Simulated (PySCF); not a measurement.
**Levels along the 29-electron series**

One electron added to the closed shell [Ar] 3d10: EOM-EA-CCSD calculated with PySCF 2.14, two-component X2C-1e with screened spin-orbit coupling, each ion in its own even-tempered basis, [Ar] frozen, the virtual space cut to natural spinors and corrected at second order; no Breit or QED terms. Binding energy of 4s1/2 and energies of the other levels above it, in eV.

| ion | 4s1/2 binding | 4p1/2 − 4s1/2 | 4p3/2 − 4s1/2 | NIST ionisation energy |
| --- | --- | --- | --- | --- |
| Ce²⁹⁺ | 1103.2 | 61.582 | 89.701 | 1103.5 ± 0.5 (s) |
| Nd³¹⁺ | 1238.1 | 66.007 | 99.952 | 1238.42 ± 0.17 (s) |
| Pm³²⁺ | 1308.5 | 68.423 | 105.64 | 1308.7 ± 0.6 (s) |
| Sm³³⁺ | 1381.0 | 70.875 | 111.57 | 1381.56 ± 0.21 (s) |
| Eu³⁴⁺ | 1455.5 | 72.983 | 117.35 | 1456.06 ± 0.25 (s) |
| Gd³⁵⁺ | 1531.6 | 75.028 | 123.37 | 1532.3 ± 0.3 (s) |
| Tb³⁶⁺ | 1610.3 | 77.566 | 130.14 | 1610.4 ± 0.7 (s) |
| Dy³⁷⁺ | 1691.1 | 79.731 | 136.77 | 1691.7 ± 0.3 (s) |
| Ho³⁸⁺ | 1773.4 | 81.755 | 143.61 | 1773.6 ± 0.9 (s) |

Question: Estimate the missing row, Pr³⁰⁺.

Answer: The calculation gives 4s1/2 binding 1169.6; 4p1/2 − 4s1/2 63.937; 4p3/2 − 4s1/2 94.908. The NIST ionisation energy is 1169.9 ± 0.6 (s).

Each ion has its own basis, which adds noise of up to about 0.1 % of the binding energies along the series.

The 4p interval goes from 28.12 to 61.85 eV, as Z to the power 5.46; a hydrogen-like ion gives 4, and the power is higher where the screened charge Z − σ still grows faster than Z or where Zα is large.

NIST values marked (s) are semi-empirical, (t) theoretical.
